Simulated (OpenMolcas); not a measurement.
# Ta4+: moving the ligands

Ta4+ with 6 ligands (fluoride) in tetragonal octahedral coordination (D4h) at 1.99 Å, the axial distance 2.010 Å. A charge of +0.333 e stands 2.8 Å behind each ligand. Ligand basis ANO-RCC-VDZP.

* Program: OpenMolcas
* Method: SS-CASPT2, IPEA 0.25 Eh, imaginary shift 0.1 Eh (the lowest 17 gerade and 15 ungerade orbitals frozen, chosen by energy and not by shell, so the metal 5p can be frozen and 4f correlated)
* Basis: ANO-RCC-VTZP [8s7p5d3f2g1h]
* Scalar Hamiltonian: DKH2, point nucleus
* Active space: 1 electron in 5 orbitals (5d)
* State averaging: 2S+1 = 2 even, 5 roots
* Spin-orbit coupling: RASSI with atomic mean-field integrals over the reference wave functions

Runs around this geometry, states (labels of D4, the rotations of D4h). Energies in cm-1 above the lowest state or level, χT in cm3 K/mol.

```tsv
R (Å)	Axial / equatorial distance	Ground state	First state of that spin	First gap with spin-orbit (degeneracies)	χT at 300 K
1.99	1.01	2E	2B2 520	340 (2, 2)	0.044
2.09	1.01	2E	2B2 340	230 (2, 2)	0.047
1.99	1.111	2E	2B2 3510	1630 (2, 2)	0.044
```

Taking the first state of the same spin as R^-n, n = -ln(340 / 520) / ln(2.09 / 1.99) = 8.7 between the shortest and longest distance.

Over all roots computed the reference weight is 0.71 in R = 1.99 in ratio = 1.01, 0.71 in R = 2.09 in ratio = 1.01, 0.71 in R = 1.99 in ratio = 1.111; a low but even weight reflects the number of correlated electrons. An orbital doublet at a regular site is open to a Jahn-Teller distortion, which this geometry leaves out. Ligand-to-metal charge-transfer states are missing. With one d shell and no ligand orbital active, 10Dq can be off by a tenth or more. The least metal-like active orbital is 77 % on the metal (Löwdin) and no ligand orbital is active, so the numbers are rough (holds for R = 1.99, ratio = 1.01; R = 1.99, ratio = 1.111). The least metal-like active orbital is 80 % on the metal (Löwdin) and no ligand orbital is active, so the numbers are rough (holds for R = 2.09, ratio = 1.01). No measured value stands beside these numbers; the geometry was imposed, not optimised, and the real ion may take another.
